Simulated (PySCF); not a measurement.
Ti(OH)2 (H2O2Ti), SMILES [OH][Ti][OH] (connectivity only; charge and spin as stated), neutral, multiplicity 3.

The structure is a stationary point at PBE-D3(BJ)/def2-TZVP. A frequency run showed that this geometry is not a minimum. The spin state was assumed, not searched. The values are those of a single conformer.

All values below come from PBE-D3(BJ)/def2-TZVP (PySCF).

Frequencies are harmonic and unscaled.

Modes within 1.5 cm⁻¹ of each other (mostly degenerate sets) share a row, with their intensities summed.

Computed vibrational spectrum:
```
mode  ν (cm⁻¹)  IR (km/mol)  moving atoms (share of kinetic energy)
----  --------  -----------  --------------------------------------
1–2        81i         36.6                 Ti 35 %, O 34 %, H 31 %
3–4        388        374.3                          H 66 %, O 27 %
5–6        423          0.0                          H 87 %, O 13 %
7          656          0.0                                  O 94 %
8          770        314.0                         O 55 %, Ti 42 %
9         3839        353.2                                  H 94 %
10        3841          0.0                                  H 94 %
```
